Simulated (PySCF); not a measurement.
**A search over the determinants of BAs⁺**

Unrestricted PBE0; B def2-TZVPPD, As def2-TZVPPD; no relativity (PySCF 2.14). Outer shells of the fragments: B+ 2s2; As 3d10 4s2 4p3.

Followed along the bond (rough minima from three points):

```csv
2Ms+1,unpaired,⟨S²⟩ at the start,R at minimum (Å),Te (eV)
4,"σ ↑, π ↑↑",3.76,1.98,0.00
2,"σ ↓, π ↑↑",1.77,1.98,0.31
2,"σ ↑, π ↑↓",1.76,1.98,0.43
2,σ ↑,0.78,1.98,1.30
2,π ↑,1.06,none in the scan,≤ 1.25
```

Solutions found at the starting distance of 2.090 Å, counted from the lowest of them; the search is not exhaustive and high or unbound solutions are not listed, so other states can lie among these:

```csv
2Ms+1,unpaired,term,E (eV),⟨S²⟩,⟨Lz²⟩,μ (D)
4,"σ ↑, π ↑↑",⁴Σ⁻,0.00,3.76,0.00,-2.75
2,"σ ↓, π ↑↑",mixed,0.30,1.77,0.00,-2.86
2,"σ ↑, π ↑↓",mixed,0.43,1.76,2.02,-2.71
2,σ ↑,mixed,1.30,0.78,2.00,-2.48
2,π ↑,mixed,1.59,1.06,1.01,-3.39
2,π ↑,²Π,2.24,0.75,1.00,0.05
4,π ↑↑↑,⁴Π,2.97,3.82,1.00,-3.19
4,"σ ↑, π ↑↑",mixed,3.35,3.76,2.01,-0.77
```

A term symbol is given only where ⟨S²⟩ and ⟨Lz²⟩ are close to those of a pure state; real π, δ and φ orbitals otherwise mix terms. A positive dipole points towards As; it is taken about the centre of mass and depends on that origin.

Spin–orbit coupling is left out. Counting both spins, an empty level lies below a filled one in some of these solutions, because spin and occupation are held.
